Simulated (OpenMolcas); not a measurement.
A calculation on Fe+.

```json
{
 "Program": "OpenMolcas",
 "Method": "XMS-CASPT2, IPEA 0.25 Eh, imaginary shift 0.1 Eh (closed shells correlated: 3s 3p)",
 "Basis": "ANO-RCC-VTZP [6s5p3d2f1g]",
 "Scalar Hamiltonian": "DKH2, point nucleus",
 "Active space": "7 electrons in 6 orbitals (3d 4s)",
 "State averaging": "2S+1 = 6 even, 6 roots; 2S+1 = 4 even, 40 roots kept (CI in the orbitals of an earlier block); 2S+1 = 2 even, 58 roots kept (CI in the orbitals of an earlier block)",
 "Spin-orbit coupling": "RASSI with atomic mean-field integrals over the reference wave functions, term energies averaged over their components"
}
```

Which level of the active space comes out lowest?

3d⁶ 4s ⁶D_9/2, with 100 % of that term; it is also the measured ground level.

How high does 3d⁵ 4s² ⁶S_5/2 lie?

4930 cm⁻¹ above the lowest level; measured 23318 cm⁻¹ above the ground level, so the calculation is off by -79 %.

How high does 3d⁶ 4s ⁴D_3/2(1) lie?

9360 cm⁻¹ above the lowest level; measured 8680 cm⁻¹ above the ground level, so the calculation is off by +8 %.

How high does 3d⁶ 4s ⁴P_5/2 lie?

22590 cm⁻¹ above the lowest level.

Measured values: NIST Handbook of Basic Atomic Spectroscopic Data.

CASPT2 breaks the degeneracy within a term, and the mean is taken; among the terms shown or strongly mixed into the levels shown the widest spread is 450 cm-1 (3d⁶ 4s ⁴D(1)). Over all roots computed the reference weight is 0.82 to 0.93; the roots of lowest weight are the least certain, and an intruder state may touch them. Terms from blocks run as CI alone lack orbitals of their own. A single d shell beside an s shell can misplace configurations of different d count against each other. No level of 3d⁷ was computed, though it lies in the active space. Computed and measured levels are paired by configuration, term and J; levels that our copy of the source lacks, or whose pairing is in doubt (as where it misses far off the trend of its configuration), stay unpaired and out of the deviations. Levels of configurations outside the active space are missing.

A number in round brackets counts repeated terms of one configuration in the order of the reference energies.
